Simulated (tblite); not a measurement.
C₁₃H₁₀.
InChI=1S/C13H10/c1-3-7-12-10(5-1)9-11-6-2-4-8-13(11)12/h1-8H,9H2

Computed with GFN2-xTB (tblite): harmonic, unscaled wavenumbers at the GFN2-xTB geometry, gas phase. The method is semi-empirical: single wavenumbers can be off by several per cent or more.

Harmonic wavenumbers (cm⁻¹): 90.8, 128.2, 213.5, 232.9, 262.0, 383.8, 409.5, 417.3, 438.7, 480.5, 525.4, 538.1, 593.2, 606.2, 648.9, 696.9, 751.6, 757.6, 785.9, 824.9, 839.7, 878.6, 879.0, 900.9, 910.0, 921.2, 927.0, 930.4, 996.2, 1074.5, 1080.4, 1085.7, 1110.1, 1145.6, 1177.4, 1180.9, 1189.7, 1203.6, 1217.2, 1248.7, 1278.3, 1287.3, 1335.5, 1364.5, 1422.5, 1434.3, 1439.6, 1469.6, 1474.1, 1587.4, 1596.0, 1607.6, 1611.1, 2944.6, 2969.1, 3069.5, 3070.0, 3073.6, 3075.1, 3081.4, 3083.6, 3089.8, 3091.5.

A = 2206, B = 595.5, C = 470.3 MHz; mass 166.078 u (most abundant isotopes); point group C2v, symmetry number 2.

Problem. What is the zero-point energy?

Solution. Half the sum of the wavenumbers: 40069 cm⁻¹ = 114.56 kcal/mol.

Problem. Give the ideal-gas entropy at 200 K and 1 bar in the rigid-rotor, harmonic-oscillator model (classical rotation).

Solution. Translation 39.27, rotation 28.06, vibration 11.94: S = 79.3 cal/(mol K).

Problem. And Cp and H(200 K) − H(0)?

Solution. Cp = 26.87 cal/(mol K), of which vibrations give 18.92 (their classical limit is 63 R = 125.2); H(200 K) − H(0) = 3.10 kcal/mol without the zero-point energy, 1.51 from vibrations.

Problem. What must be added to the electronic energy to get the Gibbs energy at 200 K and 1 bar?

Solution. ZPE + [H(200 K) − H(0)] − T·S = 114.56 + 3.10 − 15.86 = 101.80 kcal/mol.

Problem. Which modes carry the vibrational entropy at 200 K?

Solution. 90.8 cm⁻¹: 2.87; 128.2 cm⁻¹: 2.22; 213.5 cm⁻¹: 1.32; 232.9 cm⁻¹: 1.18; 262.0 cm⁻¹: 1.00; 383.8 cm⁻¹: 0.50 cal/(mol K); the other 57 give 2.86 together.

Problem. How do the functions run with temperature in this model?

Solution. 
```tsv
T (K)	S (cal/(mol K))	Cp (cal/(mol K))	H − H(0) (kcal/mol)	G − H(0) (kcal/mol)	ln q(vib)
150	72.6	20.3	1.92	-8.96	1.34
250	86.0	34.2	4.62	-16.89	3.23
298.15	92.7	41.4	6.44	-21.20	4.29
400	107.0	56.1	11.42	-31.36	6.80
600	134.2	78.0	24.99	-55.51	12.28
900	169.9	97.4	51.60	-101.28	20.73
```

q(vib) and H(0) count from the zero-point level.

Hindered rotation and anharmonicity are outside this model.

The run took 0.98 s on one thread, Arm Neoverse V2 (aarch64) (shared host). This covers the Hessian and the dipole derivatives.
